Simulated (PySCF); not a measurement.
Solvent effects on NMR parameters

Atoms are numbered as in `[BH3-:1][n+:2]1[cH:3][cH:4][cH:5][cH:6][c:7]1[CH2:8][O:9][CH3:10]`; H(Xn) means a hydrogen on atom n.

GIAO PBE0/pcSseg-1 in PySCF on one PBE0-D3(BJ)/def2-SVP conformer, non-relativistic, equivalent nuclei averaged. Solvents enter as an IEF-PCM continuum (benzene with ε = 2.3, chloroform with ε = 4.7) around the gas-phase geometry. Shifts are referred to BF3·OEt2, TMS computed in the same medium.

Gas phase, δ in ppm: B1 -16.9, C7 162.1, C3 155.7, C5 144.2, C6 133.0, C4 128.7, C8 72.4, C10 60.3, H(C3) 9.11, H(C5) 7.84, H(C6) 7.47, H(C4) 7.25, H(C8) 4.76, H(C10) 3.53. Dipole moment 5.56 D.

Question: How does each δ change in the continuum?

Answer: 
```csv
atoms,environment,"Δδ, benzene","Δδ, chloroform"
B1,"boron bonded to N, 3 H",-0.8,-1.2
C7,substituted aromatic carbon next to a ring nitrogen,-0.2,-0.3
C3,aromatic CH next to a ring nitrogen,+0.7,+1.0
C5,aromatic CH,+2.7,+4.4
C6,aromatic CH,+1.4,+2.2
C4,aromatic CH,+1.8,+3.0
C8,"sp3 CH2 bonded to O, on an aromatic ring",+0.3,+0.6
C10,methyl carbon bonded to O,+0.4,+0.6
H(C3),hydrogen on an aromatic CH next to a ring nitrogen,-0.06,-0.10
H(C5),hydrogen on an aromatic CH,+0.25,+0.40
H(C6),hydrogen on an aromatic CH,+0.20,+0.32
H(C4),hydrogen on an aromatic CH,+0.24,+0.37
H(C8),"hydrogen on an sp3 CH2 bonded to O, on an aromatic ring",+0.02,+0.03
H(C10),hydrogen on a methyl carbon bonded to O,+0.04,+0.06
```

Changes are relative to the gas phase. The dipole moment becomes 6.41 D in benzene, 6.93 D in chloroform.

Question: Which of the listed nuclei move most (in ppm), and what does the model miss? (N and O are left out, as their reference compounds move with the solvent too.)

Answer: C5 (aromatic CH, +4.4 ppm) in chloroform. A continuum only polarises the solute; specific hydrogen bonds, the anisotropy of aromatic solvents and changes of geometry or conformer are outside it.
